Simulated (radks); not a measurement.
Results of a calculation; reference values are marked as such.
Initial-state core-level shifts of neutral bromine when its valence configuration changes from [Ar] 3d10 4s2 4p5. Code: a radial shooting solver on a logarithmic mesh with Libxc functionals. Model: Dirac Kohn-Sham, PBEsol, spin-unpolarised, spherical densities, point nucleus; open shells fill j = l - 1/2 first. Shifts are changes of the shell-averaged eigenvalues in eV (positive: less bound).

valence	1s	2s	2p	3p
3d10 4s1 4p6	-1.669	-1.622	-1.614	-1.626
3d10 4s1.5 4p5.5	-0.844	-0.820	-0.816	-0.822
3d9.5 4s2 4p5.5	-7.443	-8.280	-8.216	-6.222
3d9 4s2 4p6	-15.099	-16.813	-16.685	-12.524
